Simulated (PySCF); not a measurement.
A run for PySCF: D3(BJ) and D4 dispersion corrections on AsClH4 (a complex), monomers drawn apart or pushed together.

```python
from pyscf import gto
from pyscf.dispersion import dftd3, dftd4

mol = gto.M(
    atom='''
    Cl    0.45832448   -1.35212139    0.35968767
    H    -0.71681046   -0.95719140    0.68776499
    As    0.02695509    1.70949273    4.79080263
    H    -0.85725618    0.46740448    4.73865306
    H    -0.59172223    2.27440710    3.51586865
    H    -0.97958639    2.45070100    5.66754803
    ''',
    basis='def2-svp',
    charge=0, spin=0, verbose=0, max_memory=1800)
d3, d4 = {}, {}
for xc in ['hf', 'pbe', 'blyp', 'revpbe', 'tpss', 'r2scan', 'b3lyp', 'pbe0', 'bhlyp', 'camb3lyp', 'b2plyp']:
    d3[xc] = float(dftd3.DFTD3Dispersion(mol, xc=xc, version='d3bj', atm=False).get_dispersion()['energy'])
    print(f'D3(BJ) {xc:10s} {d3[xc]:14.8f} Eh')
for xc in ['hf', 'pbe', 'blyp', 'revpbe', 'tpss', 'r2scan', 'b3lyp', 'pbe0', 'bhlyp', 'camb3lyp', 'b2plyp']:
    d4[xc] = float(dftd4.DFTD4Dispersion(mol, xc={'camb3lyp': 'cam-b3lyp'}.get(xc, xc), atm=True).get_dispersion()['energy'])
    print(f'D4     {xc:10s} {d4[xc]:14.8f} Eh')
```

Program output:

```
D3(BJ) hf            -0.02076694 Eh
D3(BJ) pbe           -0.00203766 Eh
D3(BJ) blyp          -0.00433484 Eh
D3(BJ) revpbe        -0.00517820 Eh
D3(BJ) tpss          -0.00255803 Eh
D3(BJ) r2scan        -0.00063179 Eh
D3(BJ) b3lyp         -0.00355039 Eh
D3(BJ) pbe0          -0.00177299 Eh
D3(BJ) bhlyp         -0.00280778 Eh
D3(BJ) camb3lyp      -0.00164351 Eh
D3(BJ) b2plyp        -0.00165467 Eh
D4     hf            -0.00637210 Eh
D4     pbe           -0.00167642 Eh
D4     blyp          -0.00368343 Eh
D4     revpbe        -0.00554400 Eh
D4     tpss          -0.00224956 Eh
D4     r2scan        -0.00048553 Eh
D4     b3lyp         -0.00265888 Eh
D4     pbe0          -0.00142846 Eh
D4     bhlyp         -0.00194653 Eh
D4     camb3lyp      -0.00145085 Eh
D4     b2plyp        -0.00117513 Eh
```

The run finished.

Cost: about 0.020 core-seconds (a rough figure).
